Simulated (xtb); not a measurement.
xtb input (GFN2-xTB):

```bash
xtb mol.xyz --gfn 2 --ohess tight --chrg 0 --uhf 0
```
mol.xyz:
```
4

F     -0.87755764     1.48563835     0.02612894
In     0.14913115    -0.24896096    -0.04001977
H     -0.90984224    -1.55915888     0.02171009
H      1.83714388     0.07449292     0.00443149
```

End of the output:

```
optimized geometry written to: xtbopt.xyz

           -------------------------------------------------
          | TOTAL ENERGY               -6.979015807713 Eh   |
          | TOTAL ENTHALPY             -6.963026375812 Eh   |
          | TOTAL FREE ENERGY          -6.993778253350 Eh   |
          | GRADIENT NORM               0.000259318358 Eh/α |
          | HOMO-LUMO GAP               4.354826702318 eV   |
           -------------------------------------------------

------------------------------------------------------------------------
------------------------------------------------------------------------
 total:
 SCF:
 ANC optimizer:
 analytical hessian:
```
